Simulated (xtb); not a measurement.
C$_{6}$H$_{11}$N$_{2}$ (SMILES CCn1cc[n+](C)c1), charge +1, singlet, from a rough starting geometry; xtb with GFN2-xTB.

Input for xtb:
```
$ xtb mol.xyz --gfn 2 --chrg 1 --opt vtight --json

# file mol.xyz
19

C     -2.53712234     0.88980525    -0.41754330
C     -1.93518397    -0.38239052     0.09469708
N     -0.51046652    -0.38604726    -0.04298069
C      0.11401494    -1.00674723    -1.14614667
C      1.44066616    -0.84797125    -0.94614480
N      1.51562746    -0.09880655     0.29349213
C      2.88336348     0.28094963     0.90308646
C      0.37607865     0.15972742     0.76225037
H     -2.12471827     1.79527739     0.04465195
H     -3.67969692     0.94130630    -0.29062600
H     -2.33374577     1.00964963    -1.52935355
H     -2.20702673    -0.46055823     1.15004197
H     -2.42749110    -1.28522217    -0.36603267
H     -0.49876159    -1.49625563    -1.90249956
H      2.34254031    -1.02916613    -1.45905271
H      3.38662649     1.01839336     0.21452193
H      2.64878743     0.79959482     1.80805111
H      3.40732372    -0.62682916     1.10404309
H      0.14898087     0.68711071     1.71656025
```

### Question
What does xtb print? Leave out banner, timings and long lists.

### Answer

```
   ID    Z sym.   atoms
    1    6 C      1, 2, 4, 5, 7, 8
    2    7 N      3, 6
    3    1 H      9-19

           -------------------------------------------------
          |                Calculation Setup                |
           -------------------------------------------------

           -------------------------------------------------
          |                 G F N 2 - x T B                 |
           -------------------------------------------------

          ...................................................
          :                      SETUP                      :
          :.................................................:
          :  # basis functions                  43          :
          :  # atomic orbitals                  43          :
          :  # shells                           27          :
          :  # electrons                        44          :
          :  max. iterations                   250          :
          :  Hamiltonian                  GFN2-xTB          :
          :  restarted?                      false          :
          :  GBSA solvation                  false          :
          :  PC potential                    false          :
          :  electronic temp.          300.0000000     K    :
          :  accuracy                    1.0000000          :
          :  -> integral cutoff          0.2500000E+02      :
          :  -> integral neglect         0.1000000E-07      :
          :  -> SCF convergence          0.1000000E-05 Eh   :
          :  -> wf. convergence          0.1000000E-03 e    :
          :  Broyden damping             0.4000000          :
          :  net charge                          1          :
          :  unpaired electrons                  0          :
          ...................................................

 iter      E             dE          RMSdq      gap      omega  full diag
   1    -24.1731101 -0.241731E+02  0.334E+00    5.27       0.0  T
   2    -24.2462843 -0.731741E-01  0.245E+00    5.10       1.0  T
   3    -24.2512942 -0.500993E-02  0.138E+00    5.27       1.0  T
   4    -24.2503779  0.916330E-03  0.357E-01    4.82       1.0  T
   5    -24.2520525 -0.167460E-02  0.122E-01    4.92       1.0  T
   6    -24.2521907 -0.138250E-03  0.503E-02    4.95       1.0  T
   7    -24.2521996 -0.883733E-05  0.263E-02    4.94       1.0  T
   8    -24.2522020 -0.245117E-05  0.404E-03    4.95       5.7  T
   9    -24.2522022 -0.160493E-06  0.132E-03    4.95      17.3  T
  10    -24.2522022 -0.194327E-08  0.464E-04    4.95      49.4  T
  11    -24.2522022 -0.989427E-09  0.872E-05    4.95     263.0  T

   *** convergence criteria satisfied after 11 iterations ***

         :::::::::::::::::::::::::::::::::::::::::::::::::::::
         ::                     SUMMARY                     ::
         :::::::::::::::::::::::::::::::::::::::::::::::::::::
         :: total energy             -23.898114664988 Eh    ::
         :: gradient norm              0.201248392934 Eh/a0 ::
         :: HOMO-LUMO gap              4.948415826995 eV    ::
         ::.................................................::
         :: SCC energy               -24.252176554664 Eh    ::
         :: -> isotropic ES            0.084797531910 Eh    ::
         :: -> anisotropic ES         -0.010108143545 Eh    ::
         :: -> anisotropic XC          0.019438244026 Eh    ::
         :: -> dispersion             -0.011720978352 Eh    ::
         :: repulsion energy           0.354061889676 Eh    ::
         :: add. restraining           0.000000000000 Eh    ::
         :: total charge               1.000000000000 e     ::
         :::::::::::::::::::::::::::::::::::::::::::::::::::::

      -----------------------------------------------------------
     |                   =====================                   |
     |                        A N C O P T                        |
     |                   =====================                   |
     |               Approximate Normal Coordinate               |
     |                Rational Function Optimizer                |
      -----------------------------------------------------------
      -----------------------------------------------------------
     |                   =====================                   |
     |                        A N C O P T                        |
     |                   =====================                   |
     |               Approximate Normal Coordinate               |
     |                Rational Function Optimizer                |
      -----------------------------------------------------------

          ...................................................
          :                      SETUP                      :
          :.................................................:
          :   optimization level         verytight          :
          :   max. optcycles                   380          :
          :   ANC micro-cycles                  20          :
          :   degrees of freedom                51          :
          :.................................................:
          :   RF solver                   davidson          :
          :   write xtbopt.log                true          :
          :   linear?                        false          :
          :   energy convergence         0.1000000E-06 Eh   :
          :   grad. convergence          0.2000000E-03 Eh/α :
          :   maxmium RF displ.          1.0000000          :
          :   Hlow (freq-cutoff)         0.1000000E-01      :
          :   Hmax (freq-cutoff)         5.0000000          :
          :   S6 in model hess.         20.0000000          :
          ...................................................

generating ANC from exact Hessian ...
Using Lindh-Hessian (1995)
 Shifting diagonal of input Hessian by    7.1688376524203252E-003
 Lowest  eigenvalues of input Hessian
[...]
 * total energy  :   -23.9298983 Eh     change       -0.1185565E-05 Eh
 * total energy  :   -23.9298996 Eh     change       -0.1333285E-05 Eh
 * total energy  :   -23.9299011 Eh     change       -0.1466652E-05 Eh
 * total energy  :   -23.9299023 Eh     change       -0.1193810E-05 Eh
 * total energy  :   -23.9299026 Eh     change       -0.2635136E-06 Eh
 * total energy  :   -23.9299028 Eh     change       -0.2601592E-06 Eh
 * total energy  :   -23.9299030 Eh     change       -0.2215888E-06 Eh
 * total energy  :   -23.9299033 Eh     change       -0.2064027E-06 Eh
 * total energy  :   -23.9299035 Eh     change       -0.2439509E-06 Eh
 * total energy  :   -23.9299038 Eh     change       -0.3273031E-06 Eh
 * total energy  :   -23.9299041 Eh     change       -0.2801499E-06 Eh
 * total energy  :   -23.9299041 Eh     change       -0.2243590E-07 Eh
   *** GEOMETRY OPTIMIZATION CONVERGED AFTER 29 ITERATIONS ***
         :: total energy             -23.929904124882 Eh    ::
[...]
      -------------------------------------------------------------
         1        2.0000           -0.9021158             -24.5478
       ...           ...                  ...                  ...
        10        2.0000           -0.7203041             -19.6005
        11        2.0000           -0.7020419             -19.1035
        12        2.0000           -0.6958167             -18.9341
        13        2.0000           -0.6855004             -18.6534
        14        2.0000           -0.6789154             -18.4742
        15        2.0000           -0.6668440             -18.1457
        16        2.0000           -0.6549715             -17.8227
        17        2.0000           -0.6440375             -17.5252
        18        2.0000           -0.6379259             -17.3588
        19        2.0000           -0.6060581             -16.4917
        20        2.0000           -0.6044197             -16.4471
        21        2.0000           -0.5961564             -16.2222
        22        2.0000           -0.5919515             -16.1078 (HOMO)
        23                         -0.4120670             -11.2129 (LUMO)
        24                         -0.3761750             -10.2362
        25                         -0.1902492              -5.1769
        26                         -0.1343357              -3.6555
        27                         -0.0636689              -1.7325
        28                         -0.0503116              -1.3690
        29                         -0.0362937              -0.9876
        30                         -0.0278650              -0.7582
        31                         -0.0127568              -0.3471
        32                         -0.0001401              -0.0038
        33                          0.0183191               0.4985
       ...                                ...                  ...
        43                          0.4580660              12.4646
      -------------------------------------------------------------
                  HL-Gap            0.1798845 Eh            4.8949 eV
             Fermi-level           -0.5020092 Eh          -13.6604 eV

     #   Z          covCN         q      C6AA      α(0)
     1   6 C        3.753    -0.125    22.959     6.833
     2   6 C        3.741    -0.023    21.068     6.549
     3   7 N        2.870     0.069    20.039     6.649
     4   6 C        3.074    -0.005    28.061     8.685
     5   6 C        3.073    -0.009    28.157     8.700
     6   7 N        2.867     0.080    19.856     6.618
     7   6 C        3.692    -0.087    22.362     6.766
     8   6 C        3.100     0.045    26.871     8.495
     9   1 H        0.925     0.064     2.151     2.293
    10   1 H        0.925     0.087     1.910     2.161
    11   1 H        0.925     0.068     2.108     2.270
    12   1 H        0.924     0.087     1.911     2.162
    13   1 H        0.924     0.094     1.841     2.122
    14   1 H        0.926     0.111     1.685     2.030
    15   1 H        0.926     0.112     1.680     2.027
    16   1 H        0.924     0.109     1.705     2.042
    17   1 H        0.925     0.101     1.779     2.086
    18   1 H        0.924     0.109     1.706     2.043
    19   1 H        0.926     0.114     1.661     2.015

 Mol. C6AA /au·bohr⁶  :       2874.775863
 Mol. C8AA /au·bohr⁸  :      64546.308066
 Mol. α(0) /au        :         82.545299

Wiberg/Mayer (AO) data.
largest (>0.10) Wiberg bond orders for each atom

 ---------------------------------------------------------------------------
     #   Z sym  total        # sym  WBO       # sym  WBO       # sym  WBO
 ---------------------------------------------------------------------------
     1   6 C    3.980 --     2 C    1.000     9 H    0.984    11 H    0.984
                            10 H    0.976
     2   6 C    3.936 --     1 C    1.000    12 H    0.967     3 N    0.965
                            13 H    0.963
     3   7 N    3.718 --     8 C    1.363     4 C    1.232     2 C    0.965
     4   6 C    3.950 --     5 C    1.591     3 N    1.232    14 H    0.960
     5   6 C    3.948 --     4 C    1.591     6 N    1.228    15 H    0.961
     6   7 N    3.723 --     8 C    1.363     5 C    1.228     7 C    0.990
     7   6 C    3.932 --     6 N    0.990    17 H    0.975    16 H    0.962
                            18 H    0.961
     8   6 C    3.947 --     6 N    1.363     3 N    1.363    19 H    0.953
     9   1 H    0.996 --     1 C    0.984
    10   1 H    0.992 --     1 C    0.976
    11   1 H    0.995 --     1 C    0.984
    12   1 H    0.992 --     2 C    0.967
    13   1 H    0.991 --     2 C    0.963
    14   1 H    0.987 --     4 C    0.960
    15   1 H    0.987 --     5 C    0.961
    16   1 H    0.988 --     7 C    0.962
    17   1 H    0.989 --     7 C    0.975
    18   1 H    0.988 --     7 C    0.961
    19   1 H    0.987 --     8 C    0.953
 ---------------------------------------------------------------------------

Topologies differ in total number of bonds
Writing topology from bond orders to xtbtopo.mol

molecular dipole:
                 x           y           z       tot (Debye)
 q only:        0.792      -0.248       0.253
   full:        0.823      -0.266       0.332       2.354
molecular quadrupole (traceless):
                xx          xy          yy          xz          yz          zz
 q only:       13.966       0.199      -9.155       3.212       2.949      -4.810
  q+dip:       12.908       0.707      -9.461       2.450       4.059      -3.448
   full:       12.658       0.499      -8.729       2.710       3.205      -3.929

optimized geometry written to: xtbopt.xyz

           -------------------------------------------------
          | TOTAL ENERGY              -23.929904124882 Eh   |
          | GRADIENT NORM               0.000087842482 Eh/α |
          | HOMO-LUMO GAP               4.894906045675 eV   |
           -------------------------------------------------
```
